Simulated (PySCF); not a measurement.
## Does the structure fit the spectrum?

A compound C6H9NOSi gives the data below (simulated from a calculation) and was assigned the structure `CC(=O)/C(=C/C#N)C[SiH3]`.

¹³C{¹H} NMR (computed): δ 218.4 (C), 146.7 (C), 136.7 (CH2), 126.9 (C), 54.8 (CH2), 31.9 (CH3).

¹H NMR (400 MHz, computed): δ 6.19 (br s, 1H), 5.87 (br s, 1H), 4.93 (s, 2H), 3.65 (s, 2H), 2.34 (s, 3H).

PySCF 2.14 calculation with NMR shieldings at PBE0/pcSseg-1/GIAO and GFN2-xTB geometry; a single conformation, no solvent, relativity neglected, one averaged value for each set of equivalent atoms.

Scale: TMS for ¹H (σ = 31.72 ppm), ¹³C (σ = 186.93 ppm) (reference shieldings calculated alike).

Problem. Compare with the shifts computed for the proposed structure, pairing carbons in order of shift.

Solution. Structure with atom numbers: `[CH3:1][C:2](=[O:3])/[C:4](=[CH:5]/[C:6]#[N:7])[CH2:8][SiH3:9]`; H(Xn) means a hydrogen on atom n.

| atom | computed for proposal | given list | difference |
| --- | --- | --- | --- |
| C2 | 210.8 | 218.4 | -7.6 |
| C4 | 174.1 | 146.7 | +27.4 |
| C6 | 121.4 | 136.7 | -15.3 |
| C5 | 105.2 | 126.9 | -21.7 |
| C1 | 28.6 | 54.8 | -26.2 |
| C8 | 21.5 | 31.9 | -10.4 |

The rms difference is 19.6 ppm and the largest +27.4 ppm at C4 (α carbon of a C=C–C=O unit). The carbon types in order of shift don't match either: C, C, C, CH, CH3, CH2 for the proposal against C, C, CH2, C, CH2, CH3 in the data. The proposal doesn't fit.

Problem. Which isomer fits?

Solution. `C=C(CC(C)=O)[SiH2]C#N`.

Carbon types of the structure: 3 × C, 2 × CH2, 1 × CH3, leaving 2 H on heteroatoms. δC 218.4: ketone carbonyl carbon; the double bond to the heteroatom, with no lone-pair donor beside it, deshields it most. δC 146.7: fully substituted alkene carbon; the olefinic region. δC 136.7: terminal =CH2 carbon; an sp2 carbon of a C=C bond. δC 126.9: nitrile carbon; typical of a nitrile.

Other isomers checked: C#CCC(=O)C(=C)[SiH2]N (rms 21.2 ppm); [SiH3]C/C=N\c1ccco1 (rms 35.5 ppm).

The shifts were computed for this structure.

Shifts are as computed. Against solution values, carbons near 30 ppm lie about +3 ppm off and those near 130 ppm about +5 ppm. Of 1309 compounds with measured shifts, 239 miss one by over three times the rms of a fit or turn the order of signals round; such compounds aren't used in these exercises. Multiplicities follow the n + 1 count of equivalent neighbours, as no J values were calculated; m marks all less simple cases, F and P coupling included.
